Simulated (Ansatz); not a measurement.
Geometry optimisation, Ansatz 0.2.0, RKS LDA/def2-SVP.

Input file:

```yaml
crystal:
  periodic: [false, false, false]
  atoms:
    - { symbol: Al, position_ang: [-1.14313, 1.50784, -0.29372] }
    - { symbol: S, position_ang: [-0.95069, -0.59512, 0.2502] }
    - { symbol: Al, position_ang: [1.06166, -1.46477, 0.28142] }
    - { symbol: Cl, position_ang: [1.34414, -3.33594, 0.96282] }
    - { symbol: H, position_ang: [-1.55254, 1.89883, -1.72308] }
    - { symbol: H, position_ang: [-0.97349, 2.60196, 0.77357] }
    - { symbol: H, position_ang: [2.21406, -0.6128, -0.2512] }
basis:
  gaussian: { orbitals: def2-SVP }
hamiltonian:
  xc: lda
relax:
  f_tol: 0.015
  max_steps: 40
```

Launched with:

```bash
$ ansatz run input.yaml --threads 1 --pin off --max-ram 2048MiB --backend cpu --events-out ev --progress --plain --runs-dir out
```

Problem. Where does it end, and by what steps?

Solution. The forces met the threshold. The force dipped under the threshold on the way, but the program's further checks kept it going. After 27 steps the energy has fallen by 0.411 eV; H6 moved furthest, 1.69 Å.

| step | energy less start (eV) | largest force component (eV/Å) | accepted |
| --- | --- | --- | --- |
| 0 | 0.0000 | 1.506 | yes |
| 1 | -0.1917 | 0.411 | yes |
| 2 | -0.2077 | 0.051 | yes |
| 3 | -0.2242 | 0.194 | yes |
| 4 | -0.2467 | 0.156 | yes |
| 5 | -0.2647 | 0.166 | yes |
| 6 | -0.2824 | 0.202 | yes |
| 7 | -0.2892 | 0.203 | yes |
| 8 | -0.2954 | 0.111 | yes |
| 9 | -0.3006 | 0.159 | yes |
| 10 | -0.3091 | 0.194 | yes |
| 11 | -0.3233 | 0.358 | yes |
| 12 | -0.3419 | 0.367 | yes |
| 13 | -0.3621 | 0.333 | yes |
| 14 | -0.3938 | 0.105 | yes |
| 15 | -0.3951 | 0.098 | yes |
| 16 | -0.3987 | 0.216 | yes |
| 17 | -0.4030 | 0.098 | yes |
| 18 | -0.4066 | 0.020 | yes |
| 19 | -0.4080 | 0.015 | yes |
| 20 | -0.4067 | 0.268 | no |
| 21 | -0.4094 | 0.060 | yes |
| 22 | -0.4096 | 0.110 | yes |
| 23 | -0.4099 | 0.083 | yes |
| 24 | -0.4105 | 0.018 | yes |
| 25 | -0.4106 | 0.009 | yes |
| 26 | -0.4107 | 0.016 | yes |
| 27 | -0.4108 | 0.008 | yes |

```xyz
7
Properties=species:S:1:pos:R:3
Al -1.014 1.307 -0.528
S -1.142 -0.864 -0.303
Al 0.861 -1.221 0.464
Cl 1.342 -3.212 0.886
H -2.326 2.015 -1.090
H 0.342 2.056 -0.139
H 1.937 -0.081 0.709
```

Run time: 57 s on 1 thread of Arm Neoverse V1 (shared host), peak memory 0.12 GiB.
